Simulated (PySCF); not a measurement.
Spinor energies of Te⁺ (tellurium, charge +1)

Start: [Kr] 4d10 5s2 5p2 5d1; 5p3/2 filled at m_j = +1/2, +3/2; 5d5/2 filled at m_j = +5/2. Calculated with PySCF 2.14 in x2c-TZVPall-2c with one added diffuse shell each of s, p, d, f type (9s10p6d3f, 90 functions): generalised Hartree-Fock with the X2C-1e Hamiltonian and a Gaussian nucleus; one run each with spin-orbit coupling (SO) switched off, then screened by Boettger's factors. This is a chosen level, not necessarily the ground level.

| spinor shell | electrons | ε, spin-free (eV) | ε, screened SO (eV) | weight of nominal j (screened SO) | rms radius, screened SO (bohr) |
| --- | --- | --- | --- | --- | --- |
| 1s1/2 | 2 | -31985.5 | -31982.3 | 1.000 | 0.0318 |
| 2s1/2 | 2 | -5013.0 | -5012.2 | 1.000 | 0.130 |
| 2p1/2 | 2 | -4494.4 | -4685.2 | 1.000 | 0.112 |
| 2p3/2 | 4 | -4494.4 | -4408.1 | 1.000 | 0.117 |
| 3s1/2 | 2 | -1049.3 | -1049.1 | 1.000 | 0.343 |
| 3p1/2 | 2 | -876.63 | -913.31 | 1.000 | 0.336 |
| 3p3/2 | 4 | -876.63 | -860.04 | 1.000 | 0.347 |
| 3d3/2 | 4 | -616.15 | -622.62 | 1.000 | 0.320 |
| 3d5/2 | 6 | -616.15 | -611.72 | 1.000 | 0.323 |
| 4s1/2 | 2 | -205.73 | -205.75 | 1.000 | 0.814 |
| 4p1/2 | 2 | -149.68 | -156.74 | 1.000 | 0.859 |
| 4p3/2 | 4 | -149.68 | -146.56 | 1.000 | 0.887 |
| 4d3/2 | 4 | -65.463 | -66.450 | 0.991 | 1.04 |
| 4d5/2 | 6 | -65.463 | -64.883 | 0.994 | 1.05 |
| 5s1/2 | 2 | -30.138 | -30.196 | 0.999 | 2.16 |
| 5p3/2 | 2 | -21.052 | -20.979 | 0.690 | 2.61 |
| 5d5/2 | 1 | -7.830 | -7.771 | 1.000 | 4.51 |

| quantity | spin-free | screened SO |
| --- | --- | --- |
| E (hartree) | -6789.28433 | -6791.16182 |
| M_J | 9/2 | 9/2 |
| ⟨J²⟩ | 24.761 | 24.760 |
| ⟨L²⟩ | 12.009 | 12.698 |
| ⟨S²⟩ | 3.752 | 3.528 |

Each row is a mean over spinors that exchange with the open shell spreads, by up to 4.706 eV (5s1/2).

Rows whose weight is well below 1 are mixtures of j = l ± 1/2: exchange outweighs spin-orbit coupling there, and the label is only the starting occupation.

Breit and QED terms are absent; they matter most for the inner s and p1/2 levels.

Densities and radii are taken from the X2C orbitals without a picture-change correction, which distorts them close to the nucleus.

Without spin-orbit coupling the j labels of p, d and f shells carry no meaning; the spin-free column gives the mean over the occupied spinors of each nl shell.
